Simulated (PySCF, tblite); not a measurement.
Species: C5H9O2P.
Atom-mapped SMILES: `[CH:1]#[C:2][P@@:3](=[O:4])([OH:5])[CH:6]([CH3:7])[CH3:8]` (hydrogens: H9 on C1; H10 on O5; H11 on C6; H12, H13, H14 on C7; H15, H16, H17 on C8)

Computed geometry: GFN2-xTB, gas phase.

Q: Give the optimised bond lengths and angles.

A: 
```tsv
bond	length (Å)
C1≡C2	1.200
C2–P3	1.783
P3=O4	1.466
P3–O5	1.612
P3–C6	1.838
C6–C7	1.520
C6–C8	1.522
C1–H9	1.052
O5–H10	0.959
C6–H11	1.096
C7–H12, C7–H13, C7–H14	1.088
C8–H15, C8–H16, C8–H17	1.089
```

Bonds in one row agree within 0.01 Å and their mean is given. A selection of angles:
```tsv
angle	degrees
C2–C1–H9	178.8
C1–C2–P3	176.0
C2–P3–O4	114.3
C2–P3–O5	103.5
C2–P3–C6	104.7
O4–P3–O5	111.4
O4–P3–C6	117.4
O5–P3–C6	104.1
P3–O5–H10	107.4
P3–C6–C7	110.4
P3–C6–C8	107.5
P3–C6–H11	106.1
C7–C6–C8	112.9
C7–C6–H11	110.1
C8–C6–H11	109.7
C6–C7–H12	110.4
C6–C7–H13	110.6
H12–C7–H13	108.7
H13–C7–H14	108.3
C6–C8–H15	110.0
C6–C8–H16	110.8
H15–C8–H16	108.8
H15–C8–H17	108.4
```

Torsions: C2–P3–C6–C7 -56° (synclinal); H10–O5–P3–C2 -112° (anticlinal).

P3 (phosphoryl phosphorus) is distorted tetrahedral (angles from 103.5° to 117.4°). The 2 C–P bonds span 1.783 Å (C2–P3, drawn single) to 1.838 Å (P3–C6, drawn single), a spread of 0.055 Å. The C–C distances run from 1.200 Å (C1≡C2, drawn triple) to 1.522 Å (C6–C8, drawn single), a spread of 0.322 Å. The O–P distances run from 1.466 Å (P3=O4, drawn double) to 1.612 Å (P3–O5, drawn single), a spread of 0.146 Å. Of the pairs four or more bonds apart, C2···H13 is among the closest relative to their van der Waals radii: 2.71 Å, 94 % of the sum of Bondi's values.

Point group: C1 (no symmetry element, even within 0.4 Å). Its GFN2-xTB frequencies are all real (lowest 56 cm⁻¹). The numbers are those of one conformer (C2–P3–O5–H -112°, C2–P3–C6–C7 -56°).
